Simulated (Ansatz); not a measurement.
Two isomers of C2H8B2O: A = `BBCOC`, B = `BB(C)OC`.

Gas-phase electronic energies from Ansatz, PBE0-D4/def2-TZVP geometries. CCSD(T)/CBS is the MP2 limit (def2-TZVPP, def2-QZVPP) plus CCSD(T) − MP2 in def2-TZVPP, frozen cores. Functionals use def2-TZVPP. B3LYP here is the variant with VWN-RPA as its local correlation; programs differ in this. Each species was taken in one conformer, which may not be the lowest.

**Question.** Which isomer does CCSD(T)/CBS put lower? Give the gap. (Estimate.)

**Answer.** Ansatz gave: B, by 217.3 kJ/mol.

**Question.** Give E(B) − E(A) in kJ/mol with CCSD(T)/def2-TZVPP, B2PLYP, B3LYP-D4, B3LYP, ωB97M-V, MP2/def2-TZVPP, HF/def2-TZVPP. (Estimate.)

**Answer.** Ansatz gave: CCSD(T)/def2-TZVPP -217.3, B2PLYP -214.6, B3LYP-D4 -211.1, B3LYP -208.7, ωB97M-V -212.6, MP2/def2-TZVPP -222.9, HF/def2-TZVPP -209.1. None reverses the order clearly.

Largest T1 diagnostic: 0.013.

From PBE to PBE0 (25 % exact exchange), in def2-TZVPP and without D4, E(B) − E(A) moves by −3.7 kJ/mol. In def2-TZVPP, CCSD(T) changes the Hartree–Fock value by −8.1 kJ/mol (the triples alone add −1.3 kJ/mol) and MP2 by −13.8 kJ/mol.
